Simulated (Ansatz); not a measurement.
C2H6BrFSi can be A, `C[Si](C)(F)Br`, or B, `FC[SiH2]CBr`.

Gas-phase electronic energies from Ansatz, PBE0-D4/def2-TZVP geometries. CCSD(T)/CBS is the MP2 limit (def2-TZVPP, def2-QZVPP) plus CCSD(T) − MP2 in def2-TZVPP, frozen cores. DFT in def2-TZVPP. B3LYP here is the variant with VWN-RPA as its local correlation; programs differ in this. For Br outer-core shells are correlated without core-valence functions, which leaves a few kJ/mol of doubt a bond. Scalar relativity is left out up to krypton. One conformer a species, not always the lowest.

(1) Which isomer does CCSD(T)/CBS put lower? Give the gap. (Best estimate.)

(2) Give E(B) − E(A) in kJ/mol with B3LYP, CCSD/def2-TZVPP, B3LYP-D4, PBE-D4, ωB97M-V, PBE0-D4, r2SCAN-D4. (Best estimate.)

Largest T1 diagnostic: 0.010.

Answers

(1) Computed: A, by 435.9 kJ/mol.

(2) Computed: B3LYP 420.5, CCSD/def2-TZVPP 429.4, B3LYP-D4 422.1, PBE-D4 412.9, ωB97M-V 431.9, PBE0-D4 426.0, r2SCAN-D4 437.7. None reverses the order clearly.

From PBE to PBE0 (25 % exact exchange), in def2-TZVPP and without D4, E(B) − E(A) moves by +13.2 kJ/mol.
